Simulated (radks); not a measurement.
The numbers below are computed, except where a source is named.
Question: Ionisation of the arsenic ion As+, [Ar] 3d10 4s2 4p2, to As2+, [Ar] 3d10 4s2 4p1, under several functionals. Dirac Kohn-Sham, spin-unpolarised, spherical densities, finite nucleus; open shells are shared between the two j in proportion to 2j + 1; a radial shooting solver on a logarithmic mesh with Libxc functionals. The NIST Atomic Spectra Database gives 18.589 eV (measured). Rank these functionals by the error of their Delta-SCF ionisation energy: LDA (Slater exchange, Perdew-Zunger correlation); B86b exchange with PBE correlation; AM05; exchange-only LDA; HCTH/407.

Answer: From best to worst: LDA (Slater exchange, Perdew-Zunger correlation) 18.167 eV (-0.423); HCTH/407 18.065 eV (-0.524); B86b exchange with PBE correlation 17.952 eV (-0.637); AM05 17.905 eV (-0.684); exchange-only LDA 16.926 eV (-1.663). Spin polarisation and multiplet splitting are left out, so open shells lie too high by an amount that depends on their filling. Sharing an open shell by 2j + 1 raises it above the true ground level by a part of the spin-orbit splitting, which enters the differences from NIST.

Beside tabulated values, note that spin-unpolarised runs miss the spin-polarisation part of the exchange energy of open shells.
